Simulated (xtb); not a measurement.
Si(F)3(GeH3) (F₃GeH₃Si), SMILES F[Si](F)(F)[GeH3]. All values are semi-empirical tight-binding results from xtb (GFN2-xTB unless named), good for trends rather than for accurate numbers. The structure is a stationary point at GFN2-xTB. This is a generated structure with no PubChem entry under its InChIKey; it may be hypothetical.

Optimised geometry:

```xyz
8

F      0.6313    -1.2937    -1.5051
Si     0.0000     0.0000    -0.8406
F      0.8047     1.1935    -1.5051
F     -1.4360     0.1001    -1.5051
Ge     0.0000     0.0000     1.4492
H      1.3720     0.1577     2.0098
H     -0.5495    -1.2670     2.0098
H     -0.8226     1.1094     2.0098
```

The geometry has at least one imaginary mode, so it is a saddle point at that level.

For metal compounds this method's bond lengths and energies can be far off.

```json
{
  "point_group_as_xtb_finds_it": "C3",
  "orbital_gap": "6.35 eV"
}
```

Problem. Give the atomic charges and the Wiberg bond orders between heavy atoms. (Estimate from the structure and the level; the computed values follow.)

Solution. charges (e) F1 -0.24, Si2 0.68, F3 -0.24, F4 -0.24, Ge5 0.03, H6 0.00, H7 0.00, H8 0.00. Bond orders F1–Si2 1.13, Si2–F3 1.13, Si2–F4 1.13, Si2–Ge5 0.73.
